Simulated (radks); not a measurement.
Spin polarisation of the 3p3 shell in P. Start: [Ne] 3s2 3p(up 1.5, down 1.5); electrons of 3p are moved from spin down to spin up, other shells keep equal spins. Method: non-relativistic Kohn-Sham, PBE, spin-polarised, spherical densities, point nucleus; computed with a radial shooting solver on a logarithmic mesh with Libxc functionals.

moment (Bohr magnetons)  E - E(0) (eV)  e(3p up) (eV)  e(3p down) (eV)  3s down minus up (eV)  2p down minus up (eV)  2s down minus up (eV)
0                                0.000         -5.518           -5.518                  0.000                 0.000                  0.000
0.75                            -0.114         -5.794           -5.184                  0.659                  0.105                  0.077
1.5                             -0.459         -6.017           -4.785                  1.327                  0.210                  0.153
2.25                            -1.041         -6.185           -4.311                  2.013                  0.314                  0.230
3                               -1.869         -6.294           -3.737                  2.723                  0.418                  0.307

At moment 3 the spin-polarisation energy is -1.869 eV and the 3p exchange splitting 2.556 eV, that is 0.852 eV per Bohr magneton; E = -I m^2/4 would give I = 0.831 eV.
